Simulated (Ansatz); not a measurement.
Relaxation of GeH$_{6}$ (7 atoms, charge 0, multiplicity 1), to a largest force component of 0.02 eV/Å in at most 40 steps.

These are results of Ansatz, RKS r2SCAN-D4/def2-SVP, not measurements.

```xyz
7
Properties=species:S:1:pos:R:3
H 0.283 0.021 -2.614
H 0.163 0.106 -1.838
Ge -0.088 -0.026 0.888
H 0.090 -1.379 0.307
H -0.234 -0.138 2.361
H -1.308 0.603 0.322
H 1.095 0.814 0.573
```

Problem. Where does it end, and by what steps?

Solution. It converged. The force dipped under the threshold on the way, but the program's further checks kept it going. After 5 steps the energy has fallen by 0.138 eV; H2 moved furthest, 0.51 Å.

```tsv
step	energy less start (eV)	largest force component (eV/Å)	accepted
0	0.0000	1.121	yes
1	-0.1252	0.196	yes
2	-0.1362	0.063	yes
3	-0.1377	0.018	yes
4	-0.1381	0.022	yes
5	-0.1382	0.005	yes
```

```xyz
7
Properties=species:S:1:pos:R:3
H 0.332 0.043 -3.089
H 0.208 0.138 -2.347
Ge -0.108 -0.036 1.088
H 0.077 -1.440 0.501
H -0.260 -0.133 2.610
H -1.364 0.606 0.487
H 1.116 0.823 0.749
```

Whether the end is a true minimum wasn't checked by a vibrational analysis.

Run time: 16 s on 1 thread of Arm Neoverse V1 (shared host), peak memory 0.11 GiB.
